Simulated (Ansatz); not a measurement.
BrClH2S2Si (`S[Si](S)(Cl)Br`), relaxed with RKS PBE0-D4/def2-TZVP in Ansatz 0.2.0 from a PBE-D4/def2-SVP geometry. The force threshold is 0.005 eV/Å; the program also tests the step.

Total charge 0; spin multiplicity 1.

Start:

```xyz
7

S     0.557   -0.690   -1.889
Si   -0.081   -0.001    0.033
S     1.621    1.053    0.786
Cl   -1.754    1.225   -0.101
Br   -0.683   -1.692    1.375
H    -0.644   -1.278   -2.149
H     0.984    1.384    1.945
```

(1) By how much does the energy fall, and how many steps does the optimiser take? (Estimate.)

(2) Which bonds change most? (An estimate is asked.)

(3) Give the relaxed structure. (Best estimate.)

## Answers

(1) Computed: 4.99 kJ/mol, in 19 steps, 3 of them rejected.

(2) Ansatz gave: Si2–Cl4 from 2.078 to 2.046 Å; S1–Si2 from 2.139 to 2.112 Å; Si2–S3 from 2.139 to 2.112 Å; Si2–Br5 from 2.241 to 2.214 Å.

(3) The calculation gave: 
```xyz
7

S     0.568   -0.809   -1.790
Si   -0.107    0.001    0.039
S     1.515    1.165    0.728
Cl   -1.814    1.086   -0.276
Br   -0.633   -1.529    1.551
H    -0.677   -0.979   -2.268
H     1.147    1.066    2.017
```
